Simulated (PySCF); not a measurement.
C3H12N2OSi3.
Z-matrix (Å and degrees, GFN2-xTB geometry), rows numbered from 1:
```
C 
N   1  1.4393
Si  2  1.7115  1  122.83
O   3  1.6224  2  102.58  1  -177.76
Si  4  1.6219  3  140.87  2  -179.37
C   5  1.8808  4  113.68  3   -60.80
C   6  1.3314  5  115.76  4   116.72
Si  7  1.8817  6  115.41  5    -0.05
N   8  1.7297  7   95.75  6     1.68
H   1  1.0917  2  110.45  3  -153.89
H   1  1.0960  2  112.70  3    84.72
H   1  1.0872  2  108.54  3   -34.81
H   2  1.0090  1  112.42  3  -150.81
H   3  1.4708  2  116.40  1   -59.69
H   3  1.4638  2  107.90  1    65.32
H   5  1.4587  4  102.76  3   170.05
H   6  1.0832  5  122.84  4   -63.00
H   7  1.0831  6  121.59  5  -179.35
H   8  1.4695  7  113.22  6  -115.74
H   8  1.4690  7  113.33  6   117.07
H   9  1.0037  5  121.01  4    57.93
```

Definitions: NICS(0) = −σiso at the ring centroid; NICS(1) = −σiso and NICS(1)zz = −σzz at ±1 Å along the ring normal z. Level: GIAO PBE0/pcSseg-1 (PySCF, non-relativistic, gas phase) on the GFN2-xTB geometry, one conformer.

Ring bond lengths (Å), with Mayer bond orders in brackets: Si5–C6 1.881 (0.85), C6–C7 1.331 (1.93), C7–Si8 1.882 (0.89), Si8–N9 1.730 (0.98), N9–Si5 1.731 (0.94).

Q: Give the NICS values of each ring in ppm.

A: 
```json
{"ring": "Si5–C6–C7–Si8–N9", "type": "5-membered ring with N and 2 Si; formal bonds 1 double, 4 single", "NICS(0)": "-3.4", "NICS(1), two faces": "-3.3 / -2.7", "NICS(1)zz, two faces": "-2.5 / -1.3", "rms pucker (Å)": "0.01", "centre to ring atoms, mean (Å)": "1.45"}
```

Q: What can be read from them?

A: 
- Si5–C6–C7–Si8–N9: mean NICS(1)zz -1.9 ppm, near zero. Si5, Si8 have four or more neighbours, and the NICS criterion for π rings isn't applied.

Q: List the ring angles and the Hirshfeld charges of the ring atoms.

A: 
- Si5–C6–C7–Si8–N9: Si5 95.6° (+0.437 e), C6 115.8° (-0.134 e), C7 115.4° (-0.128 e), Si8 95.8° (+0.368 e), N9 117.4° (-0.335 e); sum 539.9° against 540° for a flat convex ring.

Q: What are the shieldings of the ring atoms and their hydrogens in the same run (means over atoms taken as equivalent)?

A: 
```json
{"atoms": "Si5", "environment": "oxygen-bound silicon", "σ isotropic (ppm)": "376.8", "principal values of the symmetric part, first atom (ppm)": "348.5, 377.8, 404.1"}
{"atoms": "C6", "environment": "alkene CH carbon", "σ isotropic (ppm)": "29.3", "principal values of the symmetric part, first atom (ppm)": "-87.7, 2.5, 173.0"}
{"atoms": "C7", "environment": "alkene CH carbon", "σ isotropic (ppm)": "30.7", "principal values of the symmetric part, first atom (ppm)": "-89.0, 9.0, 172.1"}
{"atoms": "Si8", "environment": "SiH2 silicon", "σ isotropic (ppm)": "384.9", "principal values of the symmetric part, first atom (ppm)": "346.7, 363.3, 444.5"}
{"atoms": "N9", "environment": "nitrogen bridging silicon atoms", "σ isotropic (ppm)": "241.6", "principal values of the symmetric part, first atom (ppm)": "204.1, 246.2, 274.3"}
{"atoms": "H16", "environment": "Si–H hydrogen", "σ isotropic (ppm)": "26.39", "principal values of the symmetric part, first atom (ppm)": "22.1, 24.8, 32.3"}
{"atoms": "H17", "environment": "vinylic hydrogen", "σ isotropic (ppm)": "24.41", "principal values of the symmetric part, first atom (ppm)": "22.2, 24.7, 26.3"}
{"atoms": "H18", "environment": "vinylic hydrogen", "σ isotropic (ppm)": "24.29", "principal values of the symmetric part, first atom (ppm)": "22.5, 24.4, 25.9"}
{"atoms": "H19", "environment": "Si–H hydrogen", "σ isotropic (ppm)": "26.44", "principal values of the symmetric part, first atom (ppm)": "22.8, 24.6, 32.0"}
{"atoms": "H20", "environment": "Si–H hydrogen", "σ isotropic (ppm)": "26.59", "principal values of the symmetric part, first atom (ppm)": "22.8, 24.4, 32.6"}
{"atoms": "H21", "environment": "N–H hydrogen", "σ isotropic (ppm)": "31.26", "principal values of the symmetric part, first atom (ppm)": "23.5, 27.7, 42.6"}
```
